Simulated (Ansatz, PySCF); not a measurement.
Gas-phase reaction in SMILES: Br[Si]Br → Br[Si]Br as doublet, charge -1 (an electron is taken up)
Geometries: B3LYP-D3(BJ)/def2-TZVP minima from Ansatz (a quantum-chemistry and plane-wave program). Unstable Hartree-Fock reference: Br[Si]Br. A spin state is the lowest found, not a proven ground state.

Wanted: adiabatic electron affinity (0 K, with B3LYP-D3(BJ) harmonic zero-point energies from PySCF), positive where the reaction releases energy, in eV. Cores are frozen in the correlated levels unless marked. UHF or UKS for open shells. Spin-orbit coupling is left out. The frozen core is the preceding noble-gas configuration, with the filled d and f shells of earlier blocks. Non-relativistic. Anions need diffuse functions: def2-D sets add few; the other sets have none. CBS(X,Y): correlation extrapolated as X^-3; Hartree-Fock from the larger set. The bracket is a focal-point correction in the basis named.

```
level          program  adiabatic electron affinity (eV)
-------------  -------  --------------------------------
HF/def2-SVPD    Ansatz                              1.40
HF/def2-TZVPD    PySCF                              1.30
```

Task: Predict the RI-MP2/CBS(def2-TZVPPD,def2-QZVPPD)+[CCSD(T)-MP2]/def2-TZVPPD result (Ansatz).

Result: 1.49 eV
